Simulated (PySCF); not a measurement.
H3Zr, SMILES [ZrH3+] (connectivity only; charge and spin as stated), charge +1, multiplicity 1.

Geometry optimised at PBE0-D3(BJ)/def2-TZVPD. A frequency run showed that this geometry is not a minimum. The spin state was assumed, not searched. The def2 effective core potentials stand for the cores of Zr; spin–orbit coupling is left out.

All values below come from CAM-B3LYP/def2-TZVPD run with PySCF.

Symmetry labels are those of the subgroup C2v that the program uses (full group D3h).

List the valence orbital energies around the gap with their symmetry. (Estimate from the structure and the level; the computed values follow.)


```
orbital  symmetry  energy (eV)
-------  --------  -----------
HOMO−6         A1       -68.35
HOMO−5         B2       -44.97
HOMO−4         B1       -44.19
HOMO−3         A1       -44.19
HOMO−2         A1       -16.81
HOMO−1         A1       -15.89
HOMO           B1       -15.89
LUMO           A1        -8.69
LUMO+1         A2        -8.14
LUMO+2         B2        -8.14
LUMO+3         B1        -6.51
```
